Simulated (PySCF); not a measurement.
Vertical excitations of a molecule CH8N2OSi from TDA-CAM-B3LYP/def2-SVPD (PySCF 2.14.0), as energy in eV (oscillator strength): 6.36 (0.008), 6.79 (0.037), 7.07 (0.036), 7.09 (0.039), 7.60 (0.021), 7.64 (0.045), 8.02 (0.016), 8.06 (0.012), 8.30 (0.026), 8.44 (0.035). Lowest triplet (TDA): 6.14 eV. Geometry optimised at ωB97X-D3(BJ)/def2-SVP. One conformer was computed; it need not be the lowest.

Identify the compound among the candidates.
A) NC[Si@@H](N)O
B) C[Si](N)(N)O
C) CO[SiH](N)N
D) CN[Si@@H](N)O

D, CN[Si@@H](N)O
